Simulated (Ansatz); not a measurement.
`[OH][Hf]([F])([Cl])[Cl]` + `CNC` → `C[N](C)[Hf]([F])([Cl])[Cl]` + H₂O at 600 K and 1 bar (ligand exchange at the Hf–O bond).

Isolated molecules relaxed with PBE0-D4/def2-TZVP in Ansatz; ΔE leaves out vibrations. CCSD(T)/CBS adds triple-zeta CCSD(T) − MP2 to the extrapolated MP2 energy (def2 sets, frozen cores). This one scheme is used for every species. Elements past krypton have def2 core potentials. For Hf outer-core shells are correlated without core-valence functions, which leaves a few kJ/mol of doubt a bond. Each species was taken in one conformer, which may not be the lowest.

```tsv
species	CCSD(T)/CBS energy (Eh)	H − E (kJ/mol)	S (J/(mol·K))
`[OH][Hf]([F])([Cl])[Cl]`	-1143.33676	102.2	467.8
`CNC`	-135.00321	284.6	333.5
`C[N](C)[Hf]([F])([Cl])[Cl]`	-1201.94185	310.4	576.3
H₂O	-76.37941	76.8	212.8
```

H − E and S are ideal-gas, rigid-rotor, harmonic terms from PBE0-D4/def2-TZVP, for one conformer and one mirror image of each species. 1 Eh = 2625.50 kJ/mol, R = 8.31446 J/(mol·K).

**Question.** By hand: ΔE, ΔH, ΔS and ΔG.

**Answer.** ΔE = (-1201.94185) + (-76.37941) − (-1143.33676) − (-135.00321) = 0.01871 Eh = 49.1 kJ/mol. Δ(H − E) = 310.4 + 76.8 − 102.2 − 284.6 = 0.4, so ΔH = 49.5 kJ/mol. ΔS = 576.3 + 212.8 − 467.8 − 333.5 = -12.2 J/(mol·K). ΔG = 49.5 − 600 × (-12.2)/1000 = 56.8 kJ/mol.

**Question.** By hand: the equilibrium constant, and the temperature at which ΔG would vanish if ΔH and ΔS stayed fixed.

**Answer.** log₁₀ K = −ΔG/(RT ln 10) = -4.9. ΔH and −TΔS have one sign here, so there is no such temperature.

The number of gas molecules stays the same, so ΔS is small and ΔH decides. A doubt of 5 kJ/mol in ΔE shifts log₁₀ K by 0.4 here. Other conformers and mirror images would add mixing entropy, several J/(mol·K) or more a flexible species. Modes under 60 cm⁻¹, often nearly free rotors, make the harmonic entropy too high. These are equilibria of isolated gas molecules and say nothing of rates. Largest T1 diagnostic: 0.015 (customary marks: 0.02 for closed shells, 0.045 for open ones).

ΔS is within the doubt of such terms, so its sign, and with it that verdict, could turn.
